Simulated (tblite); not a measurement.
A tight-binding relaxation on `[C@@H]1([AlH][O]C)[GeH2][CH2]C=C1`.

Computed with GFN2-xTB geometry optimisation, gas phase (tblite 0.8.0). Start geometry: from a force field or distance geometry. A driver script takes a list of jobs; this job's settings line and coordinates (Å) are shown.

Command:
```bash
OMP_NUM_THREADS=1 python probes_run.py task.json out
```

Input:
```
{"job": {"kind": "relax", "xc": "GFN2-xTB", "basis": "xTB"}, "charge": 0, "multiplicity": 1}
C     -3.704800     0.283700    -0.231600
O     -2.829600    -0.467000    -0.988600
Al    -1.131300     0.148000    -0.595800
C      0.332400    -0.979000     0.057300
C      1.289800    -1.131000    -1.032700
C      2.248400    -0.293000    -1.193800
C      2.419500     0.834600    -0.260400
Ge     1.468500     0.047900     1.285700
H     -3.826600    -0.238400     0.760600
H     -3.380000     1.328700    -0.114000
H     -4.737200     0.262800    -0.690600
H     -0.738900     1.527400    -1.335600
H     -0.002200    -1.935400     0.514900
H      1.163700    -1.994600    -1.757200
H      2.988000    -0.391200    -2.039300
H      1.869700     1.752400    -0.537600
H      3.481000     1.035200    -0.000300
H      2.385500    -0.876800     2.096700
H      0.694200     1.095000     2.100300
```

Output:
```
step      E/eV     max force
  0    -634.73866    4.104
  1    -635.11881    2.910
  2    -635.31793    1.325
  3    -635.43199    1.423
  4    -635.52283    1.458
  5    -635.63518    0.717
  6    -635.67667    0.548
  7    -635.70521    0.345
  8    -635.72318    0.343
  9    -635.74177    0.389
... (164 lines left out)
174    -636.29074    0.040
175    -636.29086    0.030
176    -636.29097    0.027
177    -636.29105    0.023
178    -636.29110    0.018
179    -636.29114    0.016
180    -636.29119    0.016
181    -636.29123    0.018
182    -636.29126    0.013
183    -636.29128    0.009
```

«max force» is the largest atomic force in eV/Å.

Problem. From which step on does the largest force stay under 0.1 eV/Å, and how much energy is left to gain from there?

Solution. From step 29 (0.080 eV/Å), 41.6 meV above the end.

Summary of the converged run: energy lowered by 35.8 kcal/mol over 183 steps; largest atomic force 0.009 eV/Å at the end.

Problem. How long does this job take on Arm Neoverse N1, one thread, no GPU (shared host)?

Solution. About 2.9 s.
Labels such as C1 count atoms from 1, the log's own numbers from 0.
